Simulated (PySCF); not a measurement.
BH6NO2Si, SMILES N[SiH2]B(O)O. Geometry optimised at B3LYP-D3(BJ)/def2-SVP. This is a generated structure with no PubChem entry under its InChIKey; it may be hypothetical. One conformer was computed; it need not be the lowest.

Computed with B3LYP-D3(BJ)/def2-SVP (PySCF).

Harmonic wavenumbers (cm⁻¹): 93, 150, 246, 321, 343, 411, 552, 578, 596, 643, 701, 760, 805, 844, 928, 958, 1023, 1115, 1320, 1457, 1560, 2172, 2201, 3524, 3607, 3632, 3787. Rotational constants (GHz): 6.609, 2.567, 1.923; symmetry number 1.

### Question
Work out the zero-point energy and the ideal-gas rigid-rotor harmonic-oscillator thermochemistry at 298.15 K and 1 atm.

### Answer
ZPE = ½ Σ hcν = ½ × 34328 cm⁻¹ = 49.07 kcal/mol. H − E(el) = 54.03 kcal/mol. Entropy in cal/(mol K): translation 39.44, rotation 26.69, vibration 14.67, total 80.80. G − E(el) = 29.94 kcal/mol. Cp = 27.02 cal/(mol K). Modes under 150 cm⁻¹ make the vibrational entropy uncertain.
